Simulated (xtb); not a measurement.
C2H2Cl2, charge +1, doublet, from a rough starting geometry (a state made from the parent by changing its charge; the spin is typed, not shown lowest); xtb with GFN2-xTB.

The xtb input:
```
$ xtb mol.xyz --gfn 2 --chrg 1 --uhf 1 --opt vtight --json

# file mol.xyz
6

Cl     2.09149119     0.39629090     0.02088703
C      0.56221058    -0.32263361     0.00646404
C     -0.52198211     0.40003961    -0.01619657
Cl    -2.12126293    -0.31785599    -0.01108452
H      0.58623061    -1.47507139    -0.03466672
H     -0.56057701     1.44978323     0.00367439
```

**Question.** What does xtb print? Leave out banner, timings and long lists.

**Answer.** 
```
   ID    Z sym.   atoms
    1   17 Cl     1, 4
    2    6 C      2, 3
    3    1 H      5, 6

           -------------------------------------------------
          |                Calculation Setup                |
           -------------------------------------------------

           -------------------------------------------------
          |                 G F N 2 - x T B                 |
           -------------------------------------------------

          ...................................................
          :                      SETUP                      :
          :.................................................:
          :  # basis functions                  30          :
          :  # atomic orbitals                  28          :
          :  # shells                           12          :
          :  # electrons                        23          :
          :  max. iterations                   250          :
          :  Hamiltonian                  GFN2-xTB          :
          :  restarted?                      false          :
          :  GBSA solvation                  false          :
          :  PC potential                    false          :
          :  electronic temp.          300.0000000     K    :
          :  accuracy                    1.0000000          :
          :  -> integral cutoff          0.2500000E+02      :
          :  -> integral neglect         0.1000000E-07      :
          :  -> SCF convergence          0.1000000E-05 Eh   :
          :  -> wf. convergence          0.1000000E-03 e    :
          :  Broyden damping             0.4000000          :
          :  net charge                          1          :
          :  unpaired electrons                  1          :
          ...................................................

 iter      E             dE          RMSdq      gap      omega  full diag
   1    -13.9192011 -0.139192E+02  0.592E+00    3.74       0.0  T
   2    -13.9337509 -0.145498E-01  0.378E+00    4.61       1.0  T
   3    -13.9327948  0.956189E-03  0.222E+00    4.00       1.0  T
   4    -13.9416238 -0.882905E-02  0.954E-01    4.35       1.0  T
   5    -13.9436622 -0.203839E-02  0.340E-01    4.37       1.0  T
   6    -13.9438297 -0.167509E-03  0.205E-01    4.33       1.0  T
   7    -13.9438617 -0.320165E-04  0.141E-01    4.35       1.0  T
   8    -13.9439120 -0.502649E-04  0.717E-02    4.34       1.0  T
   9    -13.9439265 -0.145480E-04  0.189E-02    4.34       2.2  T
[...]
         :: total energy             -13.840246996621 Eh    ::
 * total energy  :   -13.8402470 Eh     change       -0.7155414E-09 Eh
 * total energy  :   -13.8479147 Eh     change       -0.7667748E-02 Eh
 * total energy  :   -13.8500065 Eh     change       -0.2091730E-02 Eh
 * total energy  :   -13.8504399 Eh     change       -0.4334517E-03 Eh
 * total energy  :   -13.8506521 Eh     change       -0.2122201E-03 Eh
 * total energy  :   -13.8507039 Eh     change       -0.5179203E-04 Eh
 * total energy  :   -13.8507178 Eh     change       -0.1387298E-04 Eh
 * total energy  :   -13.8507193 Eh     change       -0.1462036E-05 Eh
 * total energy  :   -13.8507196 Eh     change       -0.3587871E-06 Eh
 * total energy  :   -13.8507197 Eh     change       -0.2507854E-07 Eh
   *** GEOMETRY OPTIMIZATION CONVERGED AFTER 10 ITERATIONS ***
         :: total energy             -13.850719658221 Eh    ::
[...]
      -------------------------------------------------------------
                  HL-Gap            0.1350222 Eh            3.6741 eV
             Fermi-level           -0.6008796 Eh          -16.3508 eV

     #   Z          covCN         q      C6AA      α(0)
     1  17 Cl       0.947     0.244    92.179    14.688
     2   6 C        2.852     0.071    26.399     8.421
     3   6 C        2.852     0.071    26.400     8.421
     4  17 Cl       0.947     0.244    92.181    14.688
     5   1 H        0.925     0.185     1.178     1.698
     6   1 H        0.925     0.185     1.178     1.697

 Mol. C6AA /au·bohr⁶  :       1001.154540
 Mol. C8AA /au·bohr⁸  :      34894.984639
 Mol. α(0) /au        :         49.614341

Wiberg/Mayer (AO) data.
largest (>0.10) Wiberg bond orders for each atom

 ---------------------------------------------------------------------------
     #   Z sym  total        # sym  WBO       # sym  WBO       # sym  WBO
 ---------------------------------------------------------------------------
     1  17 Cl   1.601 --     2 C    1.338     4 Cl   0.166
     2   6 C    3.870 --     3 C    1.517     1 Cl   1.338     5 H    0.931
     3   6 C    3.870 --     2 C    1.517     4 Cl   1.338     6 H    0.931
     4  17 Cl   1.601 --     3 C    1.338     1 Cl   0.166
     5   1 H    0.966 --     2 C    0.931
     6   1 H    0.966 --     3 C    0.931
 ---------------------------------------------------------------------------

Topologies differ in total number of bonds
Writing topology from bond orders to xtbtopo.mol

molecular dipole:
                 x           y           z       tot (Debye)
 q only:        0.012       0.041      -0.010
   full:        0.011       0.041      -0.010       0.111
molecular quadrupole (traceless):
                xx          xy          yy          xz          yz          zz
 q only:        6.540       0.152      -0.956       0.081       0.061      -5.584
  q+dip:       10.621       1.379      -1.859       0.145       0.099      -8.761
   full:       10.700       2.247      -3.411       0.147       0.065      -7.289

optimized geometry written to: xtbopt.xyz

           -------------------------------------------------
          | TOTAL ENERGY              -13.850719658221 Eh   |
          | GRADIENT NORM               0.000041800172 Eh/α |
          | HOMO-LUMO GAP               3.674140723385 eV   |
           -------------------------------------------------

normal termination of xtb
```
